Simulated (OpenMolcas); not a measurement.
Fe2+: ligand-field states by method

Fe2+ with 4 ligands (chloride) in square-planar coordination (D4h) at 2.24 Å. A charge of +0.5 e stands 3.2 Å behind each ligand. Ligand basis ANO-RCC-VDZP.

```json
{"Program": "OpenMolcas", "Basis": "ANO-RCC-VTZP [6s5p3d2f1g]", "Scalar Hamiltonian": "DKH2, point nucleus", "Active space": "6 electrons in 5 orbitals (3d)", "State averaging": "2S+1 = 5 even, 5 roots; 2S+1 = 3 even, 45 roots; 2S+1 = 1 even, 50 roots", "Spin-orbit coupling": "RASSI with atomic mean-field integrals over the reference wave functions"}
```

I. CASSCF
II. SS-CASPT2, IPEA 0.25 Eh, imaginary shift 0.1 Eh (closed shells correlated: 3s 3p and the ligand valence shells)
III. SS-CASPT2, IPEA 0 Eh, imaginary shift 0.1 Eh (closed shells correlated: 3s 3p and the ligand valence shells)

Spin-free states (labels of D4, the rotations of D4h) in cm-1, each column counted from its own energy of the first state listed:

```json
{"State": "5A1", "Degeneracy": "1", "I": "0", "II": "0", "III": "0"}
{"State": "5E", "Degeneracy": "2", "I": "1732", "II": "2400", "III": "2420"}
{"State": "5B2", "Degeneracy": "1", "I": "3936", "II": "4580", "III": "4680"}
{"State": "5B1", "Degeneracy": "1", "I": "13565", "II": "16340", "III": "16680"}
{"State": "3A2", "Degeneracy": "1", "I": "14767", "II": "9540", "III": "10900"}
{"State": "3E", "Degeneracy": "2", "I": "15372", "II": "10690", "III": "11670"}
{"State": "3B2", "Degeneracy": "1", "I": "18271", "II": "12760", "III": "13210"}
{"State": "3E", "Degeneracy": "2", "I": "21139", "II": "15860", "III": "15450"}
{"State": "3A1", "Degeneracy": "1", "I": "22380", "II": "17940", "III": "17390"}
{"State": "3B1", "Degeneracy": "1", "I": "24617", "II": "19600", "III": "18420"}
{"State": "3E", "Degeneracy": "2", "I": "24674", "II": "21090", "III": "20450"}
{"State": "3A2", "Degeneracy": "1", "I": "24704", "II": "21330", "III": "20610"}
{"State": "3B2", "Degeneracy": "1", "I": "24963", "II": "19970", "III": "18840"}
{"State": "3E", "Degeneracy": "2", "I": "25336", "II": "19940", "III": "18980"}
{"State": "1B1", "Degeneracy": "1", "I": "25988", "II": "17770", "III": "18750"}
{"State": "1A1", "Degeneracy": "1", "I": "26190", "II": "21040", "III": "23280"}
{"State": "1E", "Degeneracy": "2", "I": "26251", "II": "19490", "III": "20820"}
{"State": "3E", "Degeneracy": "2", "I": "26699", "II": "20920", "III": "19630"}
{"State": "1B2", "Degeneracy": "1", "I": "27102", "II": "18470", "III": "19280"}
{"State": "3A2", "Degeneracy": "1", "I": "27470", "II": "22300", "III": "21460"}
```

From I to II, I's first state of the same spin (5E) moves from 1732 to 2400 cm-1, by about +670 cm-1.

From I to II, I's first state of another spin (3A2) moves from 14767 to 9540 cm-1, by about -5200 cm-1.

χT at 300 K: I 3.82, II 3.61, III 3.60 cm3 K/mol.

Over all roots computed the reference weight is 0.70 to 0.74 in II, 0.68 to 0.73 in III; the roots of lowest weight are the least certain, and an intruder state may touch them. Ligand-to-metal charge-transfer states are missing. Without dynamic correlation the repulsion within the d shell is too large (B by tens of per cent), so at a given field states of lower spin stand too high (holds for I). With no ligand orbital active B as a rule stays too high, so bands that hang on it stand too high and its fall with covalency is understated (holds for I). With metal d orbitals alone and no dynamic correlation the field as a rule comes out too small, by tens of per cent, by up to half for chloride and softer ligands, and the orbital part of g and χT, which goes as 1/10Dq, too large (holds for I). A single d shell leaves out the double-shell effect, which counts most for late 3d ions, where the CASPT2 field can be off either way by tens of per cent (holds for II; III). For late 3d ions with one d shell CASPT2 can put B and the spin-flip bands somewhat low as well as high (holds for II; III). The distance lies 7 % under the 2.4 Å that this model takes as the normal distance (a Shannon-type radius plus a fixed donor radius); by an R⁻⁵ law this alone changes a d-shell field by about +41 %. No measured value stands beside these numbers; the geometry was imposed, not optimised, and the real ion may take another.
